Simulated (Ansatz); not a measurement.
H$_{9}$SbSi$_{3}$ (SMILES [SiH3][Sb]([SiH3])[SiH3]), singlet, at a GFN2-xTB geometry (all electrons, no relativity), with bond 9-6 at 1.4 times its length; CASSCF(4,4)/STO-3G run with Ansatz (a program for electronic structure).

Here is a job for Ansatz.
Ansatz 0.2 input:
```yaml
crystal:
  periodic: [false, false, false]
  atoms:
    - {symbol: Sb, position_ang: [-0.00094068, -0.00625053, 1.38575028]}
    - {symbol: Si, position_ang: [-1.32144433, -1.70894171, 0.05632485]}
    - {symbol: H, position_ang: [-1.21285441, -1.55715206, -1.39404386]}
    - {symbol: H, position_ang: [-2.73300768, -1.60839104, 0.41163149]}
    - {symbol: H, position_ang: [-0.85952661, -3.04947924, 0.40073880]}
    - {symbol: Si, position_ang: [-0.82095021, 2.01035660, 0.09297682]}
    - {symbol: H, position_ang: [-0.75955406, 1.86238966, -1.36052501]}
    - {symbol: H, position_ang: [-0.02013307, 3.17419383, 0.45780918]}
    - {symbol: H, position_ang: [-2.76288908, 2.38897042, 0.60132049]}
    - {symbol: Si, position_ang: [2.14689744, -0.29107176, 0.07530316]}
    - {symbol: H, position_ang: [1.97854264, -0.24551640, -1.37659699]}
    - {symbol: H, position_ang: [2.74817716, -1.57652636, 0.41472341]}
    - {symbol: H, position_ang: [3.08412447, 0.76268327, 0.44965897]}
basis:
  gaussian:
    orbitals: STO-3G
hamiltonian:
  xc: hf
magnetization: {spin_polarized: false}
correlation: {active_space: {window: {electrons: 4, orbitals: 4}}}
```

**Question.** What does Ansatz print? Leave out banner, timings and long lists.

**Answer.** 
```
Functional definition: HF
680 factors; integrals over basis functions are off by at most 3.8e-5 eV
mean field evaluation 1: about -193563.4053 eV, gradient 1.7e1 eV
mean field evaluation 2: about -193563.4301 eV, gradient 1.7e1 eV
mean field evaluation 4: about -193565.0343 eV, gradient 8.9e-1 eV
mean field evaluation 8: about -193565.0381 eV, gradient 1.5e-6 eV
mean field -193565.03809965 eV, -7113.3839470669 hartree, gradient 1.2e-6 eV, S^2 0.000000; 0 other end points of the search recorded, 0 dependent functions left out
reference -193565.03809965 eV, -7113.3839470669 hartree; 51, 51 occupied and 12, 12 virtual orbitals, 680 factors
state -193566.62481888 eV, -7113.4422579230 hartree
2 active orbitals were swapped for others, from the solution at -193566.48979360 eV, -7113.4372958356 hartree to that at -193566.62481888 eV, -7113.4422579230 hartree; typed "places" are swapped only where nearly empty or full, and so, without "given_window_search", are "orbital_numbers", "shells" and a window whose orbitals a file names under [Active]
Total energy: -193566.62481888 eV, -7113.4422579230 hartree
```
